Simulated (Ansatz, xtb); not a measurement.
## A geometry optimisation of AlHO3Si with r2SCAN-D4/def2-SVP

The starting geometry of this gas-phase singlet was built from a drawn formula by distance geometry and a force field; its bonds are those of `O[Si]12[O][Al]1[O]2`.

```yaml
atoms:
  - { symbol: Al, position_ang: [-1.7763, -1.2339, -2.4899] }
  - { symbol: O, position_ang: [-3.0889, -0.3955, -0.1258] }
  - { symbol: O, position_ang: [-1.1971, -2.4087, -1.0299] }
  - { symbol: O, position_ang: [-0.4901, -0.4118, -1.3388] }
  - { symbol: Si, position_ang: [-1.4845, -1.0577, -0.1628] }
  - { symbol: H, position_ang: [-3.5377, -0.9962, 0.6109] }
```

Task: Predict what becomes of its bonds when it is optimised with r2SCAN-D4/def2-SVP.

Result: It keeps its bonds, and is `O[Si]12[O][Al]1[O]2`.

The energy falls by 3.14 eV over 13 steps:

```tsv
step	E − E(last) (eV)
1	3.138
2	1.475
4	0.532
5	0.375
6	0.238
8	0.103
9	0.013
10	0.001
12	0.000
13	0.000
```

Final geometry (Å):

```tsv
atom	x (Å)	y (Å)	z (Å)
Al	-0.5230	-1.6958	-2.5830
O	-2.8544	-0.3947	0.5513
O	-1.8789	-2.3933	-1.2982
O	-0.9236	-0.0681	-1.5239
Si	-1.9486	-0.9324	-0.6779
H	-3.4460	-1.0195	0.9953
```

From the same start GFN2-xTB ends elsewhere, at `O=[Si](O)[O][Al]`.

No frequencies were run, so the end isn't proven a minimum. Run with Ansatz 0.2.0, 96 s on 1 thread of AMD EPYC (Zen 3) (shared host).
